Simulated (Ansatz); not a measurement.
Complex (SMILES): C#C (C2H2) with C[SiH3] (CH3-SiH3), atoms 1 to 4 the first; geometry from B3LYP-D3(BJ)/def2-TZVP, monomers rigid:
```xyz
12

C     -0.1165     0.4274    -0.3481
C     -0.5435    -0.4531     0.3410
H     -0.9236    -1.2325     0.9556
H      0.2711     1.2052    -0.9599
C      2.6297    -2.0608    -1.5202
Si     3.4368    -0.4101    -1.1513
H      2.6930    -2.2958    -2.5843
H      3.1200    -2.8641    -0.9671
H      1.5772    -2.0398    -1.2355
H      3.3716    -0.0937     0.2950
H      4.8630    -0.4218    -1.5626
H      2.7610     0.6825    -1.8956
```

Basis-set convergence of the counterpoise-corrected interaction energy at HF with Ansatz (an electronic-structure program). All functions are spherical. No added dispersion term, no relativity. Functions are those of the species that has most. Reference: the value in aug-pcseg-3, 0.64 kcal/mol. Deviations are taken from unrounded values.

| basis | functions | counterpoise-corrected interaction energy (kcal/mol) | minus reference (kcal/mol) |
|---|---|---|---|
| def2-SVP | 100 | 0.62 | -0.02 |
| 6-311++G(2d,2p) | 196 | 0.65 | 0.01 |
| pcseg-2 | 236 | 0.68 | 0.04 |
| def2-TZVPP | 247 | 0.65 | 0.01 |
| jun-cc-pV(T+d)Z | 277 | 0.66 | 0.02 |
| aug-pcseg-2 | 372 | 0.65 | 0.01 |
| cc-pV(Q+d)Z | 469 | 0.64 | 0.00 |
| pcseg-3 | 508 | 0.64 | 0.00 |
| def2-QZVPPD | 529 | 0.64 | 0.00 |
